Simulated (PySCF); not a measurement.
```xyz
13

Al    -0.0490    -0.1393    -0.2803
H     -0.2044    -0.2761    -1.8634
H      1.4294    -0.2609     0.3304
H     -1.2715    -0.5319     0.6686
C      1.3356     2.8346    -0.9261
S     -0.2095     2.3416    -0.0979
C      0.2560     2.5759     1.6471
H      2.1720     2.2229    -0.5598
H      1.5230     3.9033    -0.7525
H      1.1901     2.6535    -1.9995
H      1.1471     1.9775     1.8836
H     -0.5925     2.2259     2.2501
H      0.4343     3.6426     1.8417
```

Charge 0, multiplicity 1.

Q: Give the Mulliken and meta-Löwdin atomic charges from PBE-D3(BJ)/def2-TZVP // B3LYP-D3(BJ)/def2-SVP (PySCF).

A: 
```csv
atom,Mulliken (e),meta-Löwdin (e)
Al1,0.11,0.11
H2,-0.13,-0.14
H3,-0.15,-0.16
H4,-0.13,-0.14
C5,-0.34,-0.41
S6,0.04,0.28
C7,-0.34,-0.41
H8,0.16,0.14
H9,0.15,0.14
H10,0.16,0.16
H11,0.16,0.14
H12,0.16,0.16
H13,0.15,0.14
```
